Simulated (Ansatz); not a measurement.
F2O (SMILES FOF), charge 0, multiplicity 1, relaxed at each level with Ansatz (a program for electronic structure); harmonic frequencies from differences of analytic forces, average atomic masses, frozen cores.

```json
[
 {"level": "HF/def2-TZVPP", "F1–O2 (Å)": "1.3346", "O2–F3 (Å)": "1.3346", "F1–O2–F3 (°)": "103.5", "dipole (D)": "0.30"},
 {"level": "PBE/def2-TZVPP", "F1–O2 (Å)": "1.4206", "O2–F3 (Å)": "1.4206", "F1–O2–F3 (°)": "104.7", "dipole (D)": "0.27"},
 {"level": "r2SCAN/def2-TZVPP", "F1–O2 (Å)": "1.4050", "O2–F3 (Å)": "1.4050", "F1–O2–F3 (°)": "103.9", "dipole (D)": "0.29"},
 {"level": "B3LYP/def2-TZVPP", "F1–O2 (Å)": "1.4020", "O2–F3 (Å)": "1.4020", "F1–O2–F3 (°)": "104.0", "dipole (D)": "0.31"},
 {"level": "PBE0/def2-TZVPP", "F1–O2 (Å)": "1.3807", "O2–F3 (Å)": "1.3807", "F1–O2–F3 (°)": "103.9", "dipole (D)": "0.27"},
 {"level": "wB97X-V/def2-TZVPP", "F1–O2 (Å)": "1.3836", "O2–F3 (Å)": "1.3836", "F1–O2–F3 (°)": "103.6", "dipole (D)": "0.29"},
 {"level": "MP2/cc-pVTZ", "F1–O2 (Å)": "1.4009", "O2–F3 (Å)": "1.4009", "F1–O2–F3 (°)": "103.1", "dipole (D)": "0.29"},
 {"level": "CCSD(T)/cc-pVDZ", "F1–O2 (Å)": "1.4357", "O2–F3 (Å)": "1.4357", "F1–O2–F3 (°)": "103.0", "dipole (D)": "0.33"},
 {"level": "CCSD(T)/cc-pVTZ", "F1–O2 (Å)": "1.4097", "O2–F3 (Å)": "1.4097", "F1–O2–F3 (°)": "103.2", "dipole (D)": "0.29"},
 {"level": "CCSD(T)/cc-pVQZ", "F1–O2 (Å)": "1.4056", "O2–F3 (Å)": "1.4056", "F1–O2–F3 (°)": "103.1", "dipole (D)": "0.30"}
]
```

Measured: equilibrium bond lengths O-F 1.4053 Å [microwave values compiled in ACS Omega 2, 8373 (2017)].

Doubts at one or more of the structures used: a restricted determinant that unrestricted orbitals would lower (MP2/cc-pVTZ, CCSD(T)/cc-pVDZ, CCSD(T)/cc-pVTZ, CCSD(T)/cc-pVQZ).
